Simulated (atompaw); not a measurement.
**Reading a pseudo-wave (Os (Z = 76))**

Columns: radius, all-electron u(r) and pseudo u(r) of the 6p shell (level -7.30 eV) of osmium in the configuration [Kr] 4d10 4f14 5s2 5p6 5d6 6s1 6p0; LDA (PW92), scalar-relativistic, PAW (atompaw) scheme, atompaw 4.2.0.5.

| r (bohr) | all-electron | pseudo |
| --- | --- | --- |
| 0.077 | -0.0020 | -0.0163 |
| 0.154 | -0.1046 | -0.0637 |
| 0.231 | 0.0210 | -0.1377 |
| 0.308 | 0.1380 | -0.2315 |
| 0.385 | 0.1540 | -0.3364 |
| 0.462 | 0.0916 | -0.4428 |
| 0.538 | -0.0029 | -0.5400 |
| 0.615 | -0.0992 | -0.6219 |
| 0.692 | -0.1777 | -0.6803 |
| 0.769 | -0.2314 | -0.7105 |
| 0.846 | -0.2594 | -0.7104 |
| 0.923 | -0.2644 | -0.6806 |
| 1.000 | -0.2504 | -0.6241 |
| 1.077 | -0.2214 | -0.5457 |
| 1.154 | -0.1816 | -0.4516 |
| 1.231 | -0.1342 | -0.3486 |
| 1.308 | -0.0821 | -0.2429 |
| 1.385 | -0.0276 | -0.1405 |
| 1.462 | 0.0277 | -0.0454 |
| 1.538 | 0.0817 | 0.0388 |
| 1.615 | 0.1349 | 0.1130 |
| 1.692 | 0.1859 | 0.1768 |
| 1.769 | 0.2340 | 0.2313 |
| 1.846 | 0.2791 | 0.2787 |
| 1.923 | 0.3210 | 0.3210 |
| 2.000 | 0.3595 | 0.3595 |

Question: How many radial nodes do the two functions have?

Answer: The all-electron 6p function has n − l − 1 = 4 (the table is too coarse to show those close to the nucleus); the pseudo-wave has 1, since 1 lower shell of the same l stays in the valence.

Question: Is the pseudo-wave norm-conserving?

Answer: No, it belongs to a PAW set: the norm inside the radius is not constrained, and the difference is carried by the augmentation charge.
